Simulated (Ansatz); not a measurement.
Born–Oppenheimer molecular dynamics of Cl2H4N2Si (9 atoms, charge 0, multiplicity 1). It starts from a relaxed structure.

These are results of Ansatz, RKS BLYP/def2-SVP, not measurements.

```yaml
ensemble: NVT, Langevin thermostat
time_step: 1 fs
steps_asked: 166
set_temperature: 300 K
friction: 1 /fs
seed: 278649
```

First frame:

```xyz
9
Properties=species:S:1:pos:R:3
Si -0.104 0.003 -0.043
Cl -0.174 -0.066 2.060
Cl 1.934 0.083 -0.562
N -0.797 1.388 -0.797
H -1.794 1.579 -0.658
H -0.254 2.254 -0.842
N -0.981 -1.392 -0.547
H -0.922 -2.245 0.014
H -1.044 -1.604 -1.547
```

Problem. How far do the bonds stretch over the last three quarters of this one trajectory? (Pairs bonded in most of those frames.)

Solution. 
```csv
bond,mean (Å),spread (Å),shortest,longest
Si1–Cl2,2.129,0.013,2.09,2.16
Si1–Cl3,2.123,0.022,2.08,2.16
Si1–N4,1.690,0.027,1.65,1.75
Si1–N7,1.690,0.016,1.64,1.71
N4–H5,1.032,0.026,0.98,1.09
N4–H6,1.030,0.028,0.97,1.10
N7–H8,1.027,0.025,0.96,1.09
N7–H9,1.023,0.024,0.97,1.08
```

Mean temperature of the second half: 280 K. A run of 0.17 ps of so small a system gives no equilibrium averages. The friction is so strong that the motion is overdamped, so the time scale means little.

Run time: 3.1 min on 4 threads of Arm Neoverse V1, on a shared host, peak memory 0.15 GiB.
